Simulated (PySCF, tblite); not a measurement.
One entry of a table of gas-phase calculations, keyed by method. Lists by class give the value and the number of equivalent atoms.

```json
{
 "formula": "C2H13NSi4",
 "smiles": "C[SiH2][Si@H]1N[SiH2]C[SiH2]1",
 "inchi": "InChI=1S/C2H13NSi4/c1-4-7-3-5-2-6-7/h3,7H,2,4-6H2,1H3/t7-/m1/s1",
 "charge": 0,
 "multiplicity": 1,
 "geometry_level": "GFN2-xTB",
 "atoms_angstrom": [
  ["C", -3.434, 0.299, -0.948],
  ["Si", -2.205, -0.78, 0.021],
  ["Si", -0.287, 0.465, 0.41],
  ["N", 0.916, -0.559, 1.167],
  ["Si", 2.479, -0.941, 0.532],
  ["C", 2.744, 0.373, -0.815],
  ["Si", 1.083, 1.162, -1.327],
  ["H", -3.693, 1.196, -0.391],
  ["H", -3.017, 0.615, -1.9],
  ["H", -4.356, -0.234, -1.156],
  ["H", -2.912, -1.251, 1.227],
  ["H", -1.986, -2.003, -0.772],
  ["H", -0.556, 1.534, 1.408],
  ["H", 0.652, -1.042, 2.008],
  ["H", 2.485, -2.298, -0.036],
  ["H", 3.468, -0.85, 1.614],
  ["H", 3.258, -0.063, -1.669],
  ["H", 3.408, 1.146, -0.429],
  ["H", 0.682, 0.633, -2.644],
  ["H", 1.266, 2.609, -1.531]
 ],
 "electronic_structure_code": "PySCF",
 "results": {
  "GFN2-xTB geometry": {
   "point_group": "C1",
   "rotational_constants_GHz": [2.084, 0.699, 0.575]
  },
  "PBE0/pcSseg-1 ground state and GIAO shieldings, non-relativistic": {
   "dipole_D": 0.3,
   "homo_eV": -6.86,
   "lumo_eV": -0.61,
   "shift_vs_computed_TMS_C_by_class_ppm": [
    [-10.4, 1],
    [-14.1, 1]
   ],
   "shift_vs_computed_TMS_H_by_class_ppm": [
    [5.46, 1],
    [5.16, 1],
    [5.03, 1],
    [4.37, 1],
    [4.22, 1],
    [4.16, 1],
    [3.92, 1],
    [0.33, 1],
    [0.17, 1],
    [-0.03, 3],
    [-0.99, 1]
   ],
   "shielding_other_nuclei_by_class_ppm": [
    ["N", 258.8, 1],
    ["Si", 368.0, 1],
    ["Si", 393.6, 1],
    ["Si", 418.1, 1],
    ["Si", 426.1, 1]
   ],
   "charges_hirshfeld_e_by_atom": [-0.21, 0.24, 0.21, -0.33, 0.37, -0.25, 0.25, 0.04, 0.04, 0.04, -0.08, -0.08, -0.09, 0.11, -0.09, -0.09, 0.04, 0.04, -0.08, -0.08]
  },
  "GFN2-xTB harmonic vibrations, gas phase": {
   "strongest_ir_bands_cm-1_km_per_mol_modes": [
    [634.4, 298.2, 1],
    [794.1, 428.0, 1],
    [2012.7, 293.7, 1],
    [2146.4, 400.2, 1],
    [2177.0, 826.8, 1],
    [2217.1, 323.0, 1]
   ],
   "zpe_kcal_per_mol": 85.7
  }
 }
}
```

A dipole of 0.30 D is allowed in C1, and pure rotational transitions are dipole-allowed. The zero-point energy, half the sum of the 54 harmonic wavenumbers, equals 29980 cm⁻¹ or 359 kJ/mol. The dipole equals about 1.0 × 10⁻³⁰ C·m (1 D = 3.33564 × 10⁻³⁰ C·m).

 NMR classes are plain means over equivalent atoms (diastereotopic ones count apart unless rotation or inversion swaps them), as if these changed places fast; in this geometry the members of some classes differ.

One conformer stands for the species.
